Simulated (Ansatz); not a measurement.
Calculated with Ansatz (gas phase, PBE0-D4/def2-TZVP geometries, no zero-point term in ΔE). CCSD(T)/CBS adds triple-zeta CCSD(T) − MP2 to the extrapolated MP2 energy (def2 sets, frozen cores). This one scheme is used for every species. DFT in def2-TZVPP. B3LYP here is the variant with VWN-RPA as its local correlation; programs differ in this. def2 core potentials past Kr. For Mo outer-core shells are correlated without core-valence functions, which leaves a few kJ/mol of doubt a bond. One conformer a species, not always the lowest.

Reaction (formal exchange of groups at a Mo–F bond): `[NH2][Mo]([F])(=[S])=[S]` + CH₄ → `[CH3][Mo]([NH2])(=[S])=[S]` + H–F

| level | ΔE (kJ/mol) |
| --- | --- |
| revPBE-D4 | 133.1 |
| B3LYP-D4 | 134.4 |
| CCSD(T)/def2-SVP | 130.0 |
| MP2/def2-QZVPP | 111.4 |

(1) What does CCSD(T)/CBS give? (Best estimate.)

Largest T1 diagnostic among the species: 0.025, so the coupled-cluster value is less sure than usual.

## Answers

(1) Computed: +111.8 kJ/mol. The listed levels differ from it by 21.3, 22.6, 18.2, -0.4 kJ/mol.

From BLYP to BHLYP (50 % exact exchange), in def2-TZVPP and without D4, ΔE moves by −19.3 kJ/mol. Leaving LDA and LC-ωPBE aside and taking each functional with its dispersion term where it has one, the values, not all of them listed here, spread over 29.2 kJ/mol, from PBE-QIDH to B97M-V. LDA lies −8.5 kJ/mol from PBE without D4. The D4 term adds −9.0 kJ/mol with B3LYP and −5.2 kJ/mol with PBE0; it sums over pairs of atoms, weighted by their polarisabilities, and B3LYP, whose exchange is more repulsive, gets the larger term.
